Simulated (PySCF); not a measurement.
Species: C5H13NSi.
SMILES with atom numbers: `[H]/[N:7]=[CH:6]/[SiH2:5][C:2]([CH3:1])([CH3:3])[CH3:4]`

Method used: PySCF 2.14.0, delta-SCF UKS SCAN, pcX-2 on the ionised atom, pcseg-1 elsewhere, spin-free X2C. Vertical ΔSCF values, vacuum level as zero.

Some binding energies are withheld.

```json
{"atom(s)": "C1/C3/C4", "bonded to": "C and 3 H", "level": "C 1s", "binding energy (eV)": "?"}
{"atom(s)": "C2", "bonded to": "3 C and Si", "level": "C 1s", "binding energy (eV)": "290.02"}
{"atom(s)": "C6", "bonded to": "N (double bond), H and Si", "level": "C 1s", "binding energy (eV)": "?"}
{"atom(s)": "N7", "bonded to": "C (double bond) and H", "level": "N 1s", "binding energy (eV)": "404.74"}
{"atom(s)": "Si5", "bonded to": "2 C and 2 H", "level": "Si 1s", "binding energy (eV)": "1845.94"}
{"atom(s)": "Si5", "bonded to": "2 C and 2 H", "level": "Si 2p3/2", "binding energy (eV)": "?"}
```

(1) Fill in C 1s for C1/C3/C4.

(2) Fill in Si 2p3/2 for Si5.

(3) Fill in C 1s for C6.

Answers

(1) 290.15 eV (methyl carbon). The other listed C 1s value is that of C2; the shift against it is +0.13 eV.

(2) 106.19 eV (SiH2 silicon), with 2p1/2 at 106.82 eV.

(3) 291.49 eV (C=N carbon). The other listed C 1s value is that of C2; the shift against it is +1.47 eV.

The listed C 1s values span 1.47 eV, from C2 (bonded to 3 C and Si) to C6 (bonded to N (double bond), H and Si). The widest gap between neighbouring values is 1.34 eV, between 290.15 and 291.49 eV.

Task: Give the binding energy of C 1s of C1/C3/C4 in hartree and in kJ/mol.

Result: 290.15 eV = 10.6628 Eh = 27995 kJ/mol.

Topologically equivalent atoms share the value of their first member; where this conformer doesn't relate them by symmetry, their own values could differ. The unrestricted hole states depart most from a pure doublet (⟨S²⟩ = 0.75; over 0.85 named) for C 1s of C6 (0.87), which makes this value less certain. The 2p values aren't plain energy differences: one relaxed spin-free 2p hole is combined with a matrix within the shell (ground-state 2p orbital-energy differences and spin–orbit coupling). 2p3/2, the mean of its two sublevels, lies a third of the splitting below the shell's mean and 2p1/2 two thirds above it; the statistical areas are 2:1. 2p1/2 minus 2p3/2 (ligand field included): Si 0.62 eV. Isolated species at its PBE0-D3(BJ)/def2-SVP geometry (one conformer only).

Hardware: Arm Neoverse V1, one thread, no GPU (shared host). Cost: 86 s of wall time, 0.88 GiB resident at most.

The values belong to the conformer `[H]/[N:7]=[CH:6]/[SiH2:5][C:2]([CH3:1])([CH3:3])[CH3:4]`: C1–C2–Si5–C6 59°, C2–Si5–C6–N7 4°.
